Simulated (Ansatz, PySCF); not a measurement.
System: HSF$_{2}$, net charge 1, singlet state. SMILES: [SH+](F)F
Geometry: optimised at B3LYP-D3(BJ)/def2-TZVP (Ansatz, an electronic-structure program).

M06-2X/6-31G* (5d) beside other levels, property by property. Terms: spin-orbit terms left out; dispersion terms only where a functional's name holds one; each state is the SCF solution reached for its charge and spin; open shells spin-unrestricted; frozen cores in correlated levels; 6-31G* and kin with 6d, 5d where marked; non-relativistic. Basis-set limits of correlation are two-point, X^-3; Hartree-Fock from the larger set. The bracket is a focal-point correction in the basis named. First-principles rows: single points at B3LYP-D3(BJ) geometries (Ansatz). Sets without +, aug- or the D of def2-TZVPD hold no diffuse functions, which anions need. Levels can end on unlike triplets.

Coupled cluster (Ansatz) is a level with limits of its own, used here on species with T1 under 0.025 (0.045 for open shells) and stable references: RI-MP2/CBS(aug-cc-pV(T+d)Z,aug-cc-pV(Q+d)Z)+[CCSD(T)-MP2]/aug-cc-pV(T+d)Z.

```
property                                                    M06-2X/6-31G* (5d) (PySCF)  PBE/6-31G* (Ansatz)  MP2/6-31G* (Ansatz)  PBE0/def2-TZVPD (Ansatz)        to compare with
----------------------------------------------------------  --------------------------  -------------------  -------------------  ------------------------  ---------------------
vertical ionisation energy to the doublet (eV)                                   21.21                20.38                20.78                     20.91  21.24 coupled cluster
vertical triplet-singlet gap, E(triplet) - E(singlet) (eV)                        6.06                 5.39                 6.04                      5.40   5.79 coupled cluster
vertical electron affinity to the doublet (eV)                                    6.07                 6.05                 5.63                      6.67   6.56 coupled cluster
```

As the rows show:
- vertical ionisation energy to the doublet: M06-2X/6-31G* (5d) lies 0.03 eV below coupled cluster.
- vertical triplet-singlet gap, E(triplet) - E(singlet): M06-2X/6-31G* (5d) lies 0.27 eV above coupled cluster.
- vertical electron affinity to the doublet: M06-2X/6-31G* (5d) lies 0.49 eV below coupled cluster.

The properties are those with a value to compare with, at most eight drawn at random. No case is left out for the size of its miss. Left out are saddle points of the reference geometry, anions that the best level run finds unbound, excited spin states, species near biochemistry, 298 K rows of species without real B3LYP wavenumbers, cases with under five habitual levels, runs that failed or that the program found above a lower state of the same kind, table entries that another table contradicts, and a share of species set aside by lot.
